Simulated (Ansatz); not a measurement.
Consider the formal exchange of groups at the Si–Si bond: `[SiH3][SiH]1C=N1` + `C/C=N/O` → `C/C=N\[SiH3]` + `O[SiH]1C=N1`.

Gas-phase electronic energies from Ansatz, PBE0-D4/def2-TZVP geometries. CBS: MP2 limit from def2 TZ/QZ plus the TZ coupled-cluster correction, frozen cores. Double bonds are as drawn, so ΔE can hold a change between cis and trans. DFT in def2-TZVPP. Each species was taken in one conformer, which may not be the lowest.

Task: Is it downhill or uphill in electronic energy at CCSD(T)/CBS, and by how much? (An estimate is asked.)

Result: Computed: Downhill: ΔE = -296.5 kJ/mol.

Task: What do these levels give: ωB97M-V, revPBE, MP2/def2-SVP, CCSD(T)/def2-SVP, SCS-MP2/def2-TZVPP, HF/def2-QZVPP? (Best estimate.)

Result: The calculation gave: ωB97M-V -297.2, revPBE -241.5, MP2/def2-SVP -273.6, CCSD(T)/def2-SVP -250.7, SCS-MP2/def2-TZVPP -309.1, HF/def2-QZVPP -341.5 kJ/mol.

Largest T1 diagnostic among the species: 0.017.

From PBE to PBE0 (25 % exact exchange), in def2-TZVPP and without D4, ΔE moves by −23.3 kJ/mol. In def2-TZVPP, CCSD(T) changes the Hartree–Fock value by +48.3 kJ/mol (the triples alone add +9.0 kJ/mol) and MP2 by +26.5 kJ/mol.
